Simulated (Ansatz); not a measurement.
`F[CH2][AlH][SiH3]` + CH₃OH → `C[O][AlH][CH2]F` + SiH₄  (cleavage of the Al–Si bond)

Program: Ansatz. Geometries: PBE0-D4/def2-TZVP. ΔE: electronic, gas phase. CCSD(T)/CBS adds triple-zeta CCSD(T) − MP2 to the extrapolated MP2 energy (def2 sets, frozen cores). This one scheme is used for every species. DFT in def2-TZVPP. B3LYP here is the variant with VWN-RPA as its local correlation; programs differ in this. Each species was taken in one conformer, which may not be the lowest.

```
             level  ΔE (kcal/mol)  difference from CCSD(T)/CBS
            PBE-D4          -28.0                          4.4
           ωB97X-V          -32.5                         -0.1
            B2PLYP          -34.5                         -2.1
             B3LYP          -33.4                         -1.0
SCS-MP2/def2-TZVPP          -35.6                         -3.2
   CCSD/def2-TZVPP          -33.1                         -0.7
     HF/def2-QZVPP          -35.9                         -3.5
    MP2/def2-QZVPP          -35.1                         -2.7
      HF/CBS(def2)          -36.0                         -3.6
    CCSD/CBS(def2)          -32.7                         -0.3
       CCSD(T)/CBS          -32.4                            0
```

Largest T1 diagnostic among the species: 0.012.
